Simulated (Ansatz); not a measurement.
Geometry optimisation, UKS PBE0-D4/def2-mTZVP (Ansatz 0.2.0).

Input file:

```yaml
crystal:
  periodic: [false, false, false]
  atoms:
    - { symbol: In, position_ang: [-0.1308, 0.066, -0.0222] }
    - { symbol: H, position_ang: [1.4831, 0.5918, 1.5035] }
    - { symbol: C, position_ang: [0.2407, 1.5102, -1.6993] }
    - { symbol: C, position_ang: [-1.4342, -1.367, 1.1077] }
    - { symbol: H, position_ang: [1.7996, -0.156, 0.9533] }
    - { symbol: F, position_ang: [1.9442, -1.0476, 0.1488] }
    - { symbol: H, position_ang: [-0.2627, 1.1707, -2.6022] }
    - { symbol: H, position_ang: [1.3186, 1.5186, -1.843] }
    - { symbol: H, position_ang: [-0.1118, 2.4991, -1.4152] }
    - { symbol: H, position_ang: [-2.263, -0.8444, 1.5783] }
    - { symbol: H, position_ang: [-0.7816, -1.8051, 1.8588] }
    - { symbol: H, position_ang: [-1.8022, -2.1363, 0.4316] }
magnetization:
  spin_polarized: true
basis:
  gaussian: { orbitals: def2-mTZVP }
hamiltonian:
  xc: pbe0
  dispersion: d4
relax:
  f_tol: 0.15
  max_steps: 25
  restrain:
    - { distance: [0, 5], at: 1.99, k: 30.0 }
    - { distance: [4, 1], at: 0.62, k: 30.0 }
    - { distance: [0, 1], at: 3.03, k: 30.0 }
    - { distance: [4, 5], at: 2.18, k: 30.0 }
```

Run as:

```bash
$ ansatz run input.yaml --threads 4 --pin off --max-ram 5120MiB --backend cpu --events-out ev --progress --plain --runs-dir out
```

Question: Where does it end, and by what steps?

Answer: It converged. The restraints hold the end off the free minimum; the threshold counts their pulls, which the force column leaves out. Restrained pairs: In1–F6 (2.36 → 2.00 Å), H2–H5 (0.98 → 0.70 Å), In1–H2 (2.28 → 3.03 Å), H5–F6 (1.21 → 2.19 Å). After 8 steps the energy has fallen by 1.031 eV (the restraints' own energy left out); H5 moved furthest, 0.62 Å.

| step | energy less start (eV) | largest force component (eV/Å) | accepted |
| --- | --- | --- | --- |
| 0 | 0.0000 | 0.910 | yes |
| 1 | -0.2971 | 1.453 | yes |
| 2 | -0.5590 | 2.614 | yes |
| 3 | -0.7529 | 3.216 | yes |
| 4 | -0.8986 | 2.582 | yes |
| 5 | -1.0002 | 1.795 | yes |
| 6 | -1.0249 | 1.705 | yes |
| 7 | -1.0334 | 1.654 | yes |
| 8 | -1.0311 | 1.703 | yes |

```xyz
12
Properties=species:S:1:pos:R:3
In -0.047 -0.278 -0.309
H 1.852 0.724 1.830
C 0.164 1.377 -1.642
C -1.414 -1.304 0.973
H 2.035 0.202 1.407
F 1.707 -1.223 -0.216
H -0.321 1.175 -2.598
H 1.229 1.536 -1.813
H -0.274 2.286 -1.227
H -2.195 -0.648 1.357
H -0.846 -1.722 1.804
H -1.890 -2.125 0.434
```

Run time: 52 s on 4 threads of Arm Neoverse N1, on a shared host, peak memory 0.39 GiB.
